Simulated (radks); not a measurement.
Values are calculated unless marked as measured or tabulated.
Question: La III, configuration [Xe] 5d0.5 6p0.5 (fractional occupations, a model configuration). Level of theory: scalar-relativistic Kohn-Sham, r2SCAN, spin-unpolarised, spherical densities, finite nucleus; meta-GGA in the generalised Kohn-Sham scheme; Fermi nuclear charge, rms radius 4.855 fm (a radial shooting solver on a logarithmic mesh with Libxc functionals). Some entries of the table are withheld. Estimate them.

| orbital | occ. | eigenvalue (hartree) | <r^2> (bohr^2) | <1/r> (bohr^-1) |
|---|---|---|---|---|
| 1s | 2 | -1426.916 | 0.0008541 | 62.01 |
| 2s | 2 | -228.3011 | 0.01362 | 14.29 |
| 2p | 6 | -204.5558 | 0.01085 | 13.55 |
| 3s | 2 | -49.52061 | 0.09258 | 5.187 |
| 3p | 6 | -41.89353 | 0.09273 | 4.909 |
| 3d | 10 | -30.94662 | (1) | 4.646 |
| 4s | 2 | (2) | 0.4829 | 2.145 |
| 4p | 6 | -8.03939 | 0.5457 | (3) |
| 4d | 10 | -4.41687 | 0.6834 | 1.722 |
| 5s | 2 | -1.99463 | 2.718 | 0.8464 |
| 5p | 6 | -1.36509 | 3.560 | 0.7324 |
| 5d | 0.5 | -0.57173 | 7.397 | 0.5118 |
| 6p | 0.5 | -0.37963 | 23.51 | 0.2699 |

Answer: 
(1) 3d <r^2> (bohr^2): 0.07969
(2) 4s eigenvalue (hartree): -10.53457
(3) 4p <1/r> (bohr^-1): 1.980
